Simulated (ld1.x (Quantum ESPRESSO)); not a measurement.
# manganese (Mn), TM: configuration errors across variants

manganese (Mn), norm-conserving Troullier–Martins (Kleinman–Bylander form), made with ld1.x (Quantum ESPRESSO) 7.5 (LDA (PZ), scalar-relativistic). Core [Ne] 3s2, reference 3p6 3d5 4s1.75 4p0.25. Waves: 4s (bound): rc 2.05 bohr; 3p (bound): rc 1.40 bohr; 3d (bound): rc 1.30 bohr. Local part: the d channel. Core correction: none.

Occupied shells without a wave of their own: 4p. They enter only through the test configuration that unscreens the potential.

All-electron excitation energies from the reference (eV): (1) 3p6 3d5 4s2 4p0 -0.960; (2) 3p6 3d5 4s1 4p0 7.694; (3) 3p6 3d5 4s0 4p0 23.571; (4) 3p6 3d4 4s2 4p0 12.488; (5) 3p6 3d5 4s0 4p2 7.122; (6) 3p6 3d6 4s1 4p0 -1.357; (7) 3p6 3d5.5 4s1.5 4p0 -1.465; (8) 3p6 3d5 4s1.75 4p0.25 spin -5.286; (9) 3p6 3d5 4s2 4p0 spin -6.014.

Spin tests fill each open shell by Hund’s rule, majority spin first.

For the base: The 4p level has no wave, so the channel is fitted at the deeper level alone: the likely source of the large errors.

On the changes marked as counting shells twice: ld1.x takes every shell without a wave as core, so the model core holds the marked electrons as well and exchange and correlation see them twice. This cancels in the reference configuration, but the file is broken for other ones, and its errors say nothing about a proper core correction.

3 further variants failed, have other tests or another functional or relativity, and are left out.

A true bound ghost makes a file unfit for plane-wave use even where its test errors are small: the radial tests pick states by their node count and pass the ghost by. Where a test does run into it, the solver fails or the error is huge.

The file “local potential the s channel” misses its own reference levels by 0.5 eV.

Errors AE − PS in meV (a dash: test not solved or not reliable):

```csv
change,(1),(2),(3),(4),(5),(6),(7),(8),(9),bound ghosts
base,+7.3,+13,+1.3,+12,-88,-32,-2.1,+1217,+1224,s
"all radii scaled by about 0.75 (s 1.54, p 1.06, d 0.98 bohr)",-0.7,+0.7,+2.0,+176,+9.8,+3.8,+3.8,+1314,+1304,s
core correction a·sin(br)/r model core inside 0.54 bohr (4p counted twice),+5.9,-26,-174,-19,-107,-40,-5.2,+281,+298,s
wave 3p (bound): rc 1.40 bohr becomes 3p (bound): rc 1.36 bohr,+7.2,+13,+1.1,+12,-88,-32,-2.2,+1217,+1224,s
local potential the s channel,+125,+267,+410,+115,-1363,-83,+55,+1163,+1307,none
```

Q: Give the same row for: wave 3d (bound): rc 1.30 bohr becomes 3d (bound): rc 0.90 bohr.

A: -2.4, -4.7, -33, –, +6.6, -28, -5.2, +1304, +1302; bound ghosts: s. Not counted: 3p6 3d4 4s2 4p0 (solver errors, printed error -16.2 eV).
